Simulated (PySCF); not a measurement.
**Radial density of Se (selenium, neutral)**

M06-2X, [Ar] 3d10 4s2 4p3 5s1, high-spin 5S determinant (an excited configuration). Calculation: PySCF 2.14, in aug-cc-pVTZ-PP with ECP10MDF (6s5p4d2f, 55 functions); a scalar-relativistic core potential. This is the valence pseudo-density: the core potential removes the inner electrons and smooths the orbitals near the nucleus.

```json
{"r (bohr)": "0.000597", "4πr²ρ (e/bohr)": "2.844e-05", "4πr²(ρα − ρβ)": "0.0000"}
{"r (bohr)": "0.00100", "4πr²ρ (e/bohr)": "8.025e-05", "4πr²(ρα − ρβ)": "0.0000"}
{"r (bohr)": "0.00169", "4πr²ρ (e/bohr)": "0.0002254", "4πr²(ρα − ρβ)": "0.0000"}
{"r (bohr)": "0.00284", "4πr²ρ (e/bohr)": "0.0006251", "4πr²(ρα − ρβ)": "0.0000"}
{"r (bohr)": "0.00478", "4πr²ρ (e/bohr)": "0.001675", "4πr²(ρα − ρβ)": "0.0000"}
{"r (bohr)": "0.00803", "4πr²ρ (e/bohr)": "0.004150", "4πr²(ρα − ρβ)": "0.0000"}
{"r (bohr)": "0.0135", "4πr²ρ (e/bohr)": "0.009043", "4πr²(ρα − ρβ)": "0.0001"}
{"r (bohr)": "0.0227", "4πr²ρ (e/bohr)": "0.01756", "4πr²(ρα − ρβ)": "0.0002"}
{"r (bohr)": "0.0382", "4πr²ρ (e/bohr)": "0.03141", "4πr²(ρα − ρβ)": "0.0003"}
{"r (bohr)": "0.0643", "4πr²ρ (e/bohr)": "0.1045", "4πr²(ρα − ρβ)": "0.0003"}
{"r (bohr)": "0.108", "4πr²ρ (e/bohr)": "0.7771", "4πr²(ρα − ρβ)": "-0.0003"}
{"r (bohr)": "0.182", "4πr²ρ (e/bohr)": "4.962", "4πr²(ρα − ρβ)": "0.0084"}
{"r (bohr)": "0.306", "4πr²ρ (e/bohr)": "19.92", "4πr²(ρα − ρβ)": "0.1637"}
{"r (bohr)": "0.515", "4πr²ρ (e/bohr)": "32.15", "4πr²(ρα − ρβ)": "0.2158"}
{"r (bohr)": "0.866", "4πr²ρ (e/bohr)": "11.95", "4πr²(ρα − ρβ)": "0.1288"}
{"r (bohr)": "1.46", "4πr²ρ (e/bohr)": "3.820", "4πr²(ρα − ρβ)": "1.5839"}
{"r (bohr)": "2.45", "4πr²ρ (e/bohr)": "1.702", "4πr²(ρα − ρβ)": "1.1436"}
{"r (bohr)": "4.12", "4πr²ρ (e/bohr)": "0.3626", "4πr²(ρα − ρβ)": "0.3320"}
{"r (bohr)": "6.93", "4πr²ρ (e/bohr)": "0.1319", "4πr²(ρα − ρβ)": "0.1319"}
{"r (bohr)": "11.7", "4πr²ρ (e/bohr)": "0.0004791", "4πr²(ρα − ρβ)": "0.0005"}
```

Energies and moments cover only the electrons outside the core potential. The outer electron is Rydberg-like, and this basis confines it to a smaller radius and binds it less than a complete one would.
